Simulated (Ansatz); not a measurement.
C3H9OSi, doublet, at a GFN2-xTB geometry, atoms displaced at random by about 0.03 Å a coordinate; Ansatz (a program for electronic structure) with B3LYP/STO-3G, gradient.

Here is a job for Ansatz.
Ansatz 0.2 input:
```yaml
crystal:
  periodic: [false, false, false]
  atoms:
    - {symbol: C, position_ang: [0.62692738, 1.48573981, -0.95764240]}
    - {symbol: Si, position_ang: [-0.00620021, 0.06577283, 0.04659798]}
    - {symbol: C, position_ang: [-1.51699075, -0.79025021, -0.88468624]}
    - {symbol: C, position_ang: [1.34223352, -1.23879839, 0.25838921]}
    - {symbol: O, position_ang: [-0.37950716, 0.49107252, 1.59600092]}
    - {symbol: H, position_ang: [0.66416354, 2.53566946, -0.50704481]}
    - {symbol: H, position_ang: [0.87102061, 1.48356648, -2.01177335]}
    - {symbol: H, position_ang: [-2.20931283, -0.07453019, -1.02148842]}
    - {symbol: H, position_ang: [-1.82873913, -1.60210023, -0.34468231]}
    - {symbol: H, position_ang: [-1.23044479, -1.06290270, -1.87746634]}
    - {symbol: H, position_ang: [0.98932336, -2.07699405, 0.81097867]}
    - {symbol: H, position_ang: [2.24846034, -0.80216748, 0.80207682]}
    - {symbol: H, position_ang: [1.83033281, -1.59354664, -0.67098079]}
    - {symbol: H, position_ang: [-1.09461254, 1.11727624, 1.74851917]}
basis:
  gaussian:
    orbitals: STO-3G
hamiltonian:
  xc: b3lyp
magnetization: {spin_polarized: true, initial_magnetization: 1}
output: {forces: true}
```

Output, abridged:

```
Functional definition: B3LYP
498 factors; integrals over basis functions are off by at most 3.7e-5 eV
mean field evaluation 1: about -13021.0622 eV, gradient 1.7e1 eV
mean field evaluation 2: about -13021.3187 eV, gradient 1.7e1 eV
mean field evaluation 4: about -13023.0034 eV, gradient 6.3e-1 eV
mean field evaluation 8: about -13022.9374 eV, gradient 2.7e-2 eV
mean field -13022.93744835 eV, -478.5841239630 hartree, gradient 1.1e-5 eV, S^2 0.754641; 0 other end points of the search recorded, 0 dependent functions left out
the calculation of the forces begins
reference -13022.93767416 eV, -478.5841322610 hartree; 25, 24 occupied and 13, 14 virtual orbitals, 498 factors
Total energy: -13022.93767416 eV, -478.5841322610 hartree
Atom 0 at     0.626927     1.485740    -0.957642 Å, force    -0.225564     1.924287     1.333189 eV/Å
Atom 1 at    -0.006200     0.065773     0.046598 Å, force    -0.683945    -1.332271    -2.141869 eV/Å
Atom 2 at    -1.516991    -0.790250    -0.884686 Å, force     5.479952     1.309669     0.103433 eV/Å
Atom 3 at     1.342234    -1.238798     0.258389 Å, force     2.620053     1.918967    -0.245126 eV/Å
Atom 4 at    -0.379507     0.491073     1.596001 Å, force     2.272460    -1.836726     1.391320 eV/Å
Atom 5 at     0.664164     2.535669    -0.507045 Å, force    -0.006193    -1.498398    -0.634632 eV/Å
Atom 6 at     0.871021     1.483566    -2.011773 Å, force     0.109397    -0.252100    -0.572008 eV/Å
Atom 7 at    -2.209313    -0.074530    -1.021488 Å, force    -3.776049     2.932663    -0.137534 eV/Å
Atom 8 at    -1.828739    -1.602100    -0.344682 Å, force    -1.424278    -2.644194     1.628723 eV/Å
Atom 9 at    -1.230445    -1.062903    -1.877466 Å, force     0.603093    -0.732631    -0.892522 eV/Å
Atom 10 at     0.989323    -2.076994     0.810979 Å, force    -0.391982    -1.180974     0.736106 eV/Å
Atom 11 at     2.248460    -0.802167     0.802077 Å, force    -1.521973    -0.514246    -0.237041 eV/Å
Atom 12 at     1.830333    -1.593547    -0.670981 Å, force    -0.868215     0.024257    -0.013170 eV/Å
Atom 13 at    -1.094613     1.117276     1.748519 Å, force    -2.186757     1.881696    -0.318871 eV/Å
Dipole moment:    -0.168803     0.175481    -0.089697 e Å
```
